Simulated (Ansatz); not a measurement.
Coupled-cluster diagnostics for Cs2F3, Ansatz.

Geometry of the doublet (r2SCAN-D4/def2-SVP):

```csv
atom,x (Å),y (Å),z (Å)
Cs1,-1.587,-0.912,-0.853
Cs2,1.589,0.910,0.852
F3,-1.028,0.358,1.533
F4,0.984,-1.601,-0.122
F5,0.043,1.245,-1.410
```

In the def2 sets Cs takes a core potential; there is no spin–orbit coupling. Correlated methods freeze 3 core orbitals; core or outer-core shells of Cs are correlated, in sets that lack core-valence functions. Another isomer (doublet) lies 0.81 eV lower at PBE0-D4/def2-TZVP; other spin states weren't run for this one.

Problem. Estimate the CCSD(T) correlation energy, the shares of MP2 and (T), T1 and the reference's ⟨S²⟩ for: charge 0, doublet, own geometry in def2-SVP; and the rough time on 4 threads of Arm Neoverse V1 on a shared host.

Solution. 
```
                          state     basis  correlation (eV)  MP2 share (%)  (T) share (%)     T1  ⟨S²⟩ (pure)  wall time
charge 0, doublet, own geometry  def2-SVP           -17.772           95.5            1.3  0.020  0.75 (0.75)       38 s
```
Customary marks for T1 are 0.02 (closed shells), 0.045 (open shells) and about 0.05 (3d metals). T1 stays under 0.02 throughout.
